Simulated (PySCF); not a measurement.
**Cd: ionisation energy**

Cd [Kr] 4d10 5s2 (1S) → Cd⁺ [Kr] 4d10 5s1 (2S), as a difference of total energies. All numbers are calculated (PySCF 2.14, a scalar-relativistic core potential, in cc-pVDZ-PP with ECP28MDF (4s4p3d1f, 38 functions)). Correlated levels: valence: 4s2 4p6 frozen. The calculations carry no spin-orbit coupling.

| method | ionisation energy (eV) |
| --- | --- |
| UHF | 7.435 |
| B3LYP | 9.259 |
| M06-2X | 8.891 |
| MP2 (valence) | 8.609 |
| SCS-MP2 (valence) | 8.607 |
| CCSD (valence) | 8.622 |
| CCSD(T) (valence) | 8.701 |

Problem. How much does correlation contribute at CCSD(T) (valence)?

Solution. 8.701 − (7.435) = 1.266 eV, measured against UHF.

Errors of the correlated levels include the incompleteness of this basis and the frozen core.

For comparison: 8.994 eV (measured; NIST Atomic Spectra Database, ionization energies).
